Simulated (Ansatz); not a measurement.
`C[CH]([SiH3])[InH2]` + `C[N](C)[Zn][OH]` → `C[N](C)[Zn][O][SiH3]` + `C[CH2][InH2]`  (ligand exchange at the Si–C bond)

Computed with Ansatz on PBE0-D4/def2-TZVP structures; ΔE is electronic, products minus reactants. CBS: MP2 limit from def2 TZ/QZ plus the TZ coupled-cluster correction, frozen cores. Functionals use def2-TZVPP. def2 core potentials past Kr. For In, Zn outer-core shells are correlated without core-valence functions, which leaves a few kJ/mol of doubt a bond. Scalar relativity is left out up to krypton. Each species was taken in one conformer, which may not be the lowest.

```csv
level,ΔE (kcal/mol),difference from CCSD(T)/CBS
r2SCAN-D4,-23.9,-0.3
PBE0-D4,-22.5,1.1
r2SCAN0-D4,-25.0,-1.4
PBE-QIDH,-24.6,-1.0
revPBE,-22.0,1.6
BLYP,-25.5,-1.9
r2SCANh,-24.6,-1.0
HF/def2-SVP,-33.7,-10.1
MP2/def2-TZVPP,-24.2,-0.6
MP2/def2-QZVPP,-23.7,-0.1
CCSD(T)/CBS,-23.6,0
```

Largest T1 diagnostic among the species: 0.016.

Leaving LDA and LC-ωPBE aside and taking each functional with its dispersion term where it has one, the values, not all of them listed here, spread over 7.4 kcal/mol, from BHLYP-D4 to revPBE-D4. LDA lies +1.3 kcal/mol from PBE without D4. At CCSD(T), def2-SVP lies −4.1 kcal/mol from the extrapolated value and def2-TZVPP −1.1 kcal/mol.

CCSD(T)/CBS has its own doubt, a few kJ/mol and more with outer-core shells, so smaller differences from it don't rank the levels.
